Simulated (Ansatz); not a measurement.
One change: `[BH2][AlH][CH2]OC` becomes `CCCOC`.

Ansatz, PBE0-D4/def2-TZVP geometries, multiplicity 1. Each molecule was computed in one conformer, which needn't be the lowest.

| property | `[BH2][AlH][CH2]OC` |
| --- | --- |
| size of the dipole moment (PBE/def2-TZVPP) / D | 1.25 |
| HOMO–LUMO gap (ωB97M-V/def2-TZVPP) / eV | 9.14 |
| zero-point energy (PBE0-D4/def2-TZVP) / kJ/mol | 249.7 |
| HOMO energy (PBE/def2-TZVPP) / eV | -5.52 |
| LUMO energy (PBE0/def2-TZVPP) / eV | -1.60 |
| size of the dipole moment (B3LYP/def2-TZVPP) / D | 0.92 |

Problem. Give the same properties after the change, and the shifts. (Best estimate.)

Solution. The calculation gave: 
```tsv
property	`CCCOC`	shift
size of the dipole moment (PBE/def2-TZVPP) / D	0.93	-0.32
HOMO–LUMO gap (ωB97M-V/def2-TZVPP) / eV	12.49	3.35
zero-point energy (PBE0-D4/def2-TZVP) / kJ/mol	359.2	109.5
HOMO energy (PBE/def2-TZVPP) / eV	-5.77	-0.25
LUMO energy (PBE0/def2-TZVPP) / eV	1.29	2.89
size of the dipole moment (B3LYP/def2-TZVPP) / D	1.03	0.11
```

With PBE0 the HOMO falls by 0.67 eV and the LUMO rises by 2.89 eV, so the gap widens by about 3.56 eV. PBE moves the HOMO by -0.25 eV and ωB97M-V by -0.94 eV. The zero-point energy changes by 109.5 kJ/mol with +6 modes. Dipoles are sizes alone; their direction can turn.

B3LYP here is the variant with VWN-RPA as its local correlation; programs differ in this.
